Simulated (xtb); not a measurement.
(E)-1-bromo-2-chloro-1-fluoroethene (C2HBrClF), SMILES F/C(Br)=C\Cl. All values are semi-empirical tight-binding results from xtb (GFN2-xTB unless named), good for trends rather than for accurate numbers. The structure is a stationary point at GFN2-xTB.

Optimised geometry:

```xyz
6

F     -1.5832     0.3467     0.0000
C     -0.2729     0.1465     0.0000
Br     0.1884    -1.6783     0.0000
C      0.6358     1.1126     0.0000
Cl     0.2228     2.7756     0.0000
H      1.6883     0.8815     0.0000
```
Charge 0, spin multiplicity 1.

**Question.** Estimate the properties. (Estimate from the structure and the level; the computed values follow.)

**Answer.** 
point group as xtb finds it: Cs
orbital gap: 4.06 eV
zero-point energy: 15.1 kcal/mol
G − E(el) at 298.15 K (modified RRHO): -4.4 kcal/mol
static polarisability (D4 model): 60.0 bohr³
solvation energy, GFN2-xTB/ALPB(water): -0.7 kcal/mol
solvation energy, GFN2-xTB/ALPB(acetone): -5.4 kcal/mol

**Question.** Give the atomic charges and the Wiberg bond orders between heavy atoms. (The exact figures need the calculation; the answer reports its results.)

**Answer.** charges (e) F1 -0.16, C2 0.22, Br3 -0.08, C4 0.02, Cl5 -0.10, H6 0.11. Bond orders F1–C2 1.01, C2–Br3 1.00, C2–C4 1.77, C4–Cl5 1.02.
